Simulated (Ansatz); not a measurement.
Ansatz (a first-principles code) input (B3LYP-D3(BJ)/def2-TZVP):

Ansatz 0.2 input:
```yaml
crystal:
  periodic: [false, false, false]
  atoms:
    - {symbol: Cu, position_ang: [-0.32601261, -0.14402152, -0.24774018]}
    - {symbol: O, position_ang: [1.05650955, 0.35830251, 0.78178674]}
    - {symbol: H, position_ang: [1.00228917, 1.31020413, 0.93017126]}
basis:
  gaussian:
    orbitals: def2-TZVP
hamiltonian:
  xc: b3lyp
  dispersion: d3bj
phonons: {temperatures: {t_min: 298.15, t_max: 298.15, t_step: 100}}
```

Output:

```
Functional definition: B3LYP
integrals: 0.02 GiB planned
737 factors; their error is unknown
mean field: 0.21 GiB planned
mean field evaluation 1: about -46696.2629 eV, gradient 8.5e1 eV
mean field evaluation 2: about -46573.5404 eV, gradient 3.1e2 eV
mean field evaluation 4: about -46704.6929 eV, gradient 3.4e1 eV
mean field evaluation 8: about -46706.0027 eV, gradient 1.8e-1 eV
mean field evaluation 16: about -46706.0311 eV, gradient 5.2e-4 eV
mean field -46706.03109777 eV, -1716.4149843580 hartree, gradient 3.6e-5 eV, S^2 0.000000; 0 other end points of the search recorded, 0 dependent functions left out
the calculation of the forces begins
reference -46706.03129317 eV, -1716.4149915389 hartree; 19, 19 occupied and 63, 63 virtual orbitals, 737 factors
these checks for a lower state are left out or cut short: stability, starts, cluster_reference, orbital_swaps, neighbouring_geometries, increment
integrals: 0.02 GiB planned
737 factors; their error is unknown
mean field: 0.21 GiB planned
mean field -46706.03104754 eV, -1716.4149825122 hartree, gradient 1.6e-6 eV, S^2 0.000000; 0 other end points of the search recorded, 0 dependent functions left out
the calculation of the forces begins
reference -46706.03124297 eV, -1716.4149896942 hartree; 19, 19 occupied and 63, 63 virtual orbitals, 737 factors
these checks for a lower state are left out or cut short: stability, starts, cluster_reference, orbital_swaps, neighbouring_geometries, increment
integrals: 0.02 GiB planned
737 factors; their error is unknown
mean field: 0.21 GiB planned
mean field evaluation 32: about -46706.0310 eV, gradient 2.8e-3 eV
mean field -46706.03104906 eV, -1716.4149825680 hartree, gradient 1.6e-6 eV, S^2 0.000000; 0 other end points of the search recorded, 0 dependent functions left out
the calculation of the forces begins
reference -46706.03124443 eV, -1716.4149897476 hartree; 19, 19 occupied and 63, 63 virtual orbitals, 737 factors
these checks for a lower state are left out or cut short: stability, starts, cluster_reference, orbital_swaps, neighbouring_geometries, increment
integrals: 0.02 GiB planned
737 factors; their error is unknown
mean field: 0.21 GiB planned
mean field -46706.03109422 eV, -1716.4149842278 hartree, gradient 1.6e-6 eV, S^2 0.000000; 0 other end points of the search recorded, 0 dependent functions left out
the calculation of the forces begins
reference -46706.03128962 eV, -1716.4149914086 hartree; 19, 19 occupied and 63, 63 virtual orbitals, 737 factors
these checks for a lower state are left out or cut short: stability, starts, cluster_reference, orbital_swaps, neighbouring_geometries, increment
integrals: 0.02 GiB planned
737 factors; their error is unknown
mean field: 0.21 GiB planned
mean field -46706.03109416 eV, -1716.4149842255 hartree, gradient 1.6e-6 eV, S^2 0.000000; 0 other end points of the search recorded, 0 dependent functions left out
the calculation of the forces begins
reference -46706.03128956 eV, -1716.4149914064 hartree; 19, 19 occupied and 63, 63 virtual orbitals, 737 factors
these checks for a lower state are left out or cut short: stability, starts, cluster_reference, orbital_swaps, neighbouring_geometries, increment
integrals: 0.02 GiB planned
737 factors; their error is unknown
mean field: 0.21 GiB planned
mean field -46706.03104608 eV, -1716.4149824586 hartree, gradient 1.6e-6 eV, S^2 0.000000; 0 other end points of the search recorded, 0 dependent functions left out
the calculation of the forces begins
reference -46706.03124144 eV, -1716.4149896378 hartree; 19, 19 occupied and 63, 63 virtual orbitals, 737 factors
these checks for a lower state are left out or cut short: stability, starts, cluster_reference, orbital_swaps, neighbouring_geometries, increment
integrals: 0.02 GiB planned
737 factors; their error is unknown
mean field: 0.21 GiB planned
mean field evaluation 64: about -46706.0310 eV, gradient 2.8e-3 eV
mean field -46706.03104431 eV, -1716.4149823936 hartree, gradient 1.6e-6 eV, S^2 0.000000; 0 other end points of the search recorded, 0 dependent functions left out
the calculation of the forces begins
reference -46706.03123976 eV, -1716.4149895762 hartree; 19, 19 occupied and 63, 63 virtual orbitals, 737 factors
these checks for a lower state are left out or cut short: stability, starts, cluster_reference, orbital_swaps, neighbouring_geometries, increment
integrals: 0.02 GiB planned
737 factors; their error is unknown
mean field: 0.21 GiB planned
mean field -46706.03101901 eV, -1716.4149814638 hartree, gradient 1.6e-6 eV, S^2 0.000000; 0 other end points of the search recorded, 0 dependent functions left out
the calculation of the forces begins
reference -46706.03121440 eV, -1716.4149886441 hartree; 19, 19 occupied and 63, 63 virtual orbitals, 737 factors
these checks for a lower state are left out or cut short: stability, starts, cluster_reference, orbital_swaps, neighbouring_geometries, increment
integrals: 0.02 GiB planned
737 factors; their error is unknown
mean field: 0.21 GiB planned
mean field -46706.03101639 eV, -1716.4149813675 hartree, gradient 1.6e-6 eV, S^2 0.000000; 0 other end points of the search recorded, 0 dependent functions left out
the calculation of the forces begins
reference -46706.03121180 eV, -1716.4149885488 hartree; 19, 19 occupied and 63, 63 virtual orbitals, 737 factors
these checks for a lower state are left out or cut short: stability, starts, cluster_reference, orbital_swaps, neighbouring_geometries, increment
integrals: 0.02 GiB planned
737 factors; their error is unknown
mean field: 0.21 GiB planned
mean field -46706.03109035 eV, -1716.4149840855 hartree, gradient 1.6e-6 eV, S^2 0.000000; 0 other end points of the search recorded, 0 dependent functions left out
the calculation of the forces begins
reference -46706.03128577 eV, -1716.4149912668 hartree; 19, 19 occupied and 63, 63 virtual orbitals, 737 factors
these checks for a lower state are left out or cut short: stability, starts, cluster_reference, orbital_swaps, neighbouring_geometries, increment
integrals: 0.02 GiB planned
737 factors; their error is unknown
mean field: 0.21 GiB planned
mean field evaluation 96: about -46706.0311 eV, gradient 2.8e-3 eV
mean field -46706.03109061 eV, -1716.4149840950 hartree, gradient 1.6e-6 eV, S^2 0.000000; 0 other end points of the search recorded, 0 dependent functions left out
the calculation of the forces begins
reference -46706.03128600 eV, -1716.4149912753 hartree; 19, 19 occupied and 63, 63 virtual orbitals, 737 factors
these checks for a lower state are left out or cut short: stability, starts, cluster_reference, orbital_swaps, neighbouring_geometries, increment
integrals: 0.02 GiB planned
737 factors; their error is unknown
mean field: 0.21 GiB planned
mean field -46706.03101835 eV, -1716.4149814393 hartree, gradient 1.6e-6 eV, S^2 0.000000; 0 other end points of the search recorded, 0 dependent functions left out
the calculation of the forces begins
reference -46706.03121376 eV, -1716.4149886207 hartree; 19, 19 occupied and 63, 63 virtual orbitals, 737 factors
these checks for a lower state are left out or cut short: stability, starts, cluster_reference, orbital_swaps, neighbouring_geometries, increment
integrals: 0.02 GiB planned
737 factors; their error is unknown
mean field: 0.21 GiB planned
mean field -46706.03102102 eV, -1716.4149815377 hartree, gradient 1.6e-6 eV, S^2 0.000000; 0 other end points of the search recorded, 0 dependent functions left out
the calculation of the forces begins
reference -46706.03121641 eV, -1716.4149887180 hartree; 19, 19 occupied and 63, 63 virtual orbitals, 737 factors
Total energy: -46706.07755432 eV, -1716.4166916047 hartree
Atom 0 at    -0.326013    -0.144022    -0.247740 Å, force     0.000848     0.001140     0.000793 eV/Å
Atom 1 at     1.056510     0.358303     0.781787 Å, force     0.000350    -0.000901     0.000061 eV/Å
Atom 2 at     1.002289     1.310204     0.930171 Å, force    -0.001198    -0.000239    -0.000854 eV/Å
Dipole moment:    -0.679776     0.001168    -0.457999 e Å
Vibrations: 595.56 792.11 3790.11 cm⁻¹, zero-point energy 0.320981 eV
```
